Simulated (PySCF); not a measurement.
## Stationary points of [ScCl4]-

These are results of PySCF, PBE, basis Sc def2-SVPD, Cl def2-SVPD (no relativity, density fitting), not measurements.

Relaxations began from a few typed shapes. The search is not exhaustive: other isomers or separated fragments can lie lower, and high-lying points may rest on an excited occupation.

**Question.** Order these stationary points by electronic energy, lowest first, in kJ/mol from the lowest minimum.
A. singlet D4h: Sc–Cl 2.403 Å (×4); Cl–Sc–Cl 90.0° (×4), Cl–Sc–Cl 180.0° (×2)
B. singlet Td: Sc–Cl 2.359 Å (×4); Cl–Sc–Cl 109.5° (×6)

**Answer.** B (0.0), A (136.2).

**Question.** Which of them are minima?

**Answer.** By energy in kJ/mol, 0.0: minimum; 136.2: saddle point, 1 imaginary mode.

Formally Sc is in oxidation state +3, d0. The polar-tensor charge on Sc, 1.82, is below the formal one.

For the lowest minimum: stability towards spin polarisation was not tested. The lowest empty level of this anion is unbound, so it and the gap depend on the basis.
